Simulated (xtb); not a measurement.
AlF$_{3}$, singlet, at a GFN2-xTB geometry (such geometries of metal compounds can be far from the true shape). Base run: GFN2-xTB (xtb).

xtb was given this input:
```
$ xtb mol.xyz --gfn 2 --json

# file mol.xyz
4

Al     0.00000000    -0.00000000    -0.00000000
F     -0.02093275     1.63085400     0.03791596
F      1.42318261    -0.79710311    -0.02717492
F     -1.40224986    -0.83375089    -0.01074104
```

The base run was repeated with changes; each row names its change, and settings that it needs were set with it.

```
change        ΔE vs base (kJ/mol)  HOMO-LUMO gap (eV)  SCF cycles
------------  -------------------  ------------------  ----------
base                         0.00                5.53          11
acc = 1000                   0.00                5.54           8
file = coord                 0.00                5.53          11
alpb = water                 5.49                5.57          11
etemp = 3000                 0.00                5.53          11
acc = 0.0001                 0.00                5.53          15
etemp = 1000                 0.00                5.53          11
```

ALPB and GBSA are two models with their own fitted parameters for each solvent, which aren't always the measured dielectric constant.
